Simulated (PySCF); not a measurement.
## Polarisability and C₆ of Nd³⁹⁺ (neodymium, charge +39)

[Ar] 3d3, high-spin 4F determinant. Calculation: PySCF 2.14, in an uncontracted even-tempered set (16 s from 6.9 bohr⁻², ratio 2.5; 11 p from 9 bohr⁻², ratio 2.5; 7 d from 9 bohr⁻², ratio 2.5; 4 f from 34 bohr⁻², ratio 2.7; 3 g from 50 bohr⁻², ratio 2.7); no relativity, point nucleus. Coupled (time-dependent) response in atomic units; α is the mean over directions.

```tsv
method	mean α (bohr³)	C₆ (like pair)	S(−4)
UHF	0.009917	0.001094	9.228e-05
PBE0	0.009890	0.001088	9.233e-05
```

S(−4) is the Cauchy moment in α(ω) = α(0) + S(−4) ω² + …

Spin-orbit coupling is absent.

α(iu) at UHF:

```
u (hartree)  α(iu) (bohr³)
          0       0.009917
       1.00       0.009826
       2.00       0.009565
       4.00       0.008678
       6.00       0.007592
       8.00       0.006562
       10.0       0.005692
       15.0       0.004215
       20.0       0.003383
       30.0       0.002522
       50.0       0.001720
```

For an ion, C₆ is the dispersion term alone; charge-induced terms of lower order in 1/R come first.

A non-relativistic calculation at this Z misses sizeable relativistic shifts. Spin-orbit coupling is strong in this species (close to jj coupling), so the high-spin LS determinant is a model state, not a physical level.
